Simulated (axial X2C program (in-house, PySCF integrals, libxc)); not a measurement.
**Low determinants of MoH⁺ at the PBE0 level, two-component**

Calculated with an in-house relativistic program for diatomic molecules. Two-component (2c) means X2C with spin–orbit coupling and atomic mean-field two-electron Coulomb and Gaunt terms. Basis: Mo dyall-cv3z [11s12p9d5f3g], H dyall-v3z [6s2p1d] (cores contracted in-house); Gaussian nuclei, density fitting, unrestricted open shells. Masses: Mo 97.905 u, H 1.008 u.

Search at 1.700 Å (vertical energies from the lowest determinant):

```csv
ΔE (eV),state,electrons beyond evenly filled partner blocks,"electrons in ±ω = 1/2, 3/2, 5/2, 7/2"
0.00,Ω = 2,"ω = -1/2, ω = 5/2",27 12 3 0
1.04,Ω = 1,"ω = -3/2, ω = 5/2",28 11 3 0
1.13,Ω = 3,"ω = 1/2, ω = 5/2",27 12 3 0
1.33,Ω = 4,"ω = 3/2, ω = 5/2",28 11 3 0
1.69,Ω = 1,"ω = -1/2, ω = 3/2",27 13 2 0
1.86,Ω = 5,"ω = -1/2, 2 × ω = 3/2, ω = 5/2",27 12 3 0
1.97,Ω = 1,"ω = 1/2, 2 × ω = 3/2, ω = -5/2",27 12 3 0
```

Lowest determinant, Ω = 2 (⟨Sz⟩ = 2.00, ⟨Lz⟩ = 0.00 at PBE0): Re = 1.665 Å, ωe = 1942.2 cm⁻¹.

The determinant in row 2 of the search, Ω = 1 (⟨Sz⟩ = 1.99, ⟨Lz⟩ = -0.99 at PBE0), was followed along the bond at PBE0; measured from the minimum of the lowest determinant it gives:

Te = 1.051 eV (8480 cm⁻¹), Re = 1.711 Å, ωe = 1850.2 cm⁻¹.

Task: Compare the bond of the determinant in row 2 with that of the lowest one.

Result: At PBE0 its Re is 0.046 Å longer and its force constant, which goes as ωe², is 0.91 times that of the lowest determinant. T0 ≈ Te + Δωe/2 = 8480 + (-46) = 8434 cm⁻¹.

The search compares states at one distance, so a state with another bond length can lie lower; it is not exhaustive and yields mostly the lowest determinant of each block pattern, so other components and higher states of one pattern are missing. These are energies of single determinants, not of spin-adapted states; PBE0 term energies can be off by some tenths of an eV, and the functional has no current term. Open-shell Ω = 0 determinants with evenly filled partner blocks cannot be reached by this program, so the Ω shown need not be the lowest component.
